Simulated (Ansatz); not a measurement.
`C=C[SiH2]O[SiH3]` + HBr → `C=C[SiH2]Br` + `O[SiH3]`  (ligand exchange at the Si–O bond)

Program: Ansatz. Geometries: PBE0-D4/def2-TZVP. ΔE: electronic, gas phase. CCSD(T)/CBS is the MP2 limit (def2-TZVPP, def2-QZVPP) plus CCSD(T) − MP2 in def2-TZVPP, frozen cores. Functionals use def2-TZVPP. HSE06 is defined as in plane-wave codes. For Br outer-core shells are correlated without core-valence functions, which leaves a few kJ/mol of doubt a bond. Scalar relativity is left out up to krypton. One conformer a species, not always the lowest.

`C=C[SiH2]O[SiH3]`:

Z-matrix (Å, degrees):
```
Si
C 1 1.853
O 1 1.636 2 109.7
H 1 1.486 2 110.6 3 119.4
H 1 1.490 2 110.0 3 -120.8
C 2 1.330 1 123.1 3 -0.7
H 2 1.090 1 118.6 3 179.2
Si 3 1.633 1 145.9 2 -94.5
H 6 1.086 2 122.3 1 179.8
H 6 1.086 2 121.6 1 -0.4
H 8 1.486 3 109.5 1 104.6
H 8 1.484 3 109.0 1 -136.0
H 8 1.487 3 110.4 1 -15.6
```

HBr:

Z-matrix (Å, degrees):
```
Br
H 1 1.420
```

`C=C[SiH2]Br`:

```xyz
9

C    -0.496    0.118    1.494
C     0.199    0.566    0.451
Si    0.355   -0.415   -1.107
Br   -0.559    0.699   -2.807
H    -1.010   -0.838    1.469
H    -0.584    0.685    2.416
H     0.690    1.535    0.522
H     1.771   -0.648   -1.480
H    -0.367   -1.701   -0.957
```

`O[SiH3]`:

Cartesian coordinates in Å:
```
O 0.248 -0.168 1.246
Si -0.084 -0.120 -0.367
H 0.397 0.664 1.697
H -1.324 0.654 -0.651
H -0.264 -1.529 -0.786
H 1.028 0.500 -1.139
```

```csv
level,ΔE (kcal/mol)
PBE-D4,0.9
BLYP-D4,4.3
r2SCANh-D4,2.9
revPBE,-0.7
r2SCANh,2.5
HSE06,0.6
HF/def2-QZVPP,5.7
MP2/CBS(def2),1.7
```

Problem. What does CCSD(T)/CBS give? (Estimate.)

Solution. Computed: +3.0 kcal/mol. The listed levels differ from it by -2.1, 1.3, -0.1, -3.7, -0.5, -2.4, 2.7, -1.3 kcal/mol.

Largest T1 diagnostic among the species: 0.011.

At CCSD(T), def2-SVP lies +2.0 kcal/mol from the extrapolated value and def2-TZVPP +1.1 kcal/mol. The D4 term adds +1.3 kcal/mol with B3LYP and +0.8 kcal/mol with PBE0; it sums over pairs of atoms, weighted by their polarisabilities, and B3LYP, whose exchange is more repulsive, gets the larger term. In def2-TZVPP, CCSD(T) changes the Hartree–Fock value by −1.0 kcal/mol (the triples alone add −0.4 kcal/mol) and MP2 by −2.3 kcal/mol.

B3LYP here is the variant with VWN-RPA as its local correlation; programs differ in this.
